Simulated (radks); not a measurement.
Results of a calculation; reference values are marked as such.
Task: These are the eigenvalues of the occupied orbitals of an atom or ion with whole-number occupations (eV). Code: a radial shooting solver on a logarithmic mesh with Libxc functionals. Model: Dirac Kohn-Sham, LDA (Slater exchange, Perdew-Wang correlation), spin-unpolarised, spherical densities, finite nucleus; Fermi nuclear charge, rms radius of each element as measured or else 0.836 A^(1/3) + 0.57 fm.

1s1/2: -71517.36
2s1/2: -12430.17
2p1/2: -11902.70
2p3/2: -10464.66
3s1/2: -2911.348
3p1/2: -2674.649
3p3/2: -2362.434
3d3/2: -1962.290
3d5/2: -1894.451
4s1/2: -642.0045
4p1/2: -543.1508
4p3/2: -470.0689
4d3/2: -307.1622
4d5/2: -293.6551
5s1/2: -129.1954
5p1/2: -98.8440
4f5/2: -88.2883
5p3/2: -87.3748
4f7/2: -85.7654
5d3/2: -46.6425

Which element is it, and in what charge state? The configuration may be excited. Open shells, if any, fill j = l - 1/2 first.

Result: Z = 75, rhenium, charge +4: Re4+ in [Xe] 4f14 5d3. The list shows which subshells hold electrons but not how many an open one holds; the 1s level, -2628.2 hartree, gives Z - s = 72.5 by -(Z - s)^2/2, which with screening and relativity narrows Z to a few neighbours, and the depths of the outer levels then fix element, charge and occupations together.
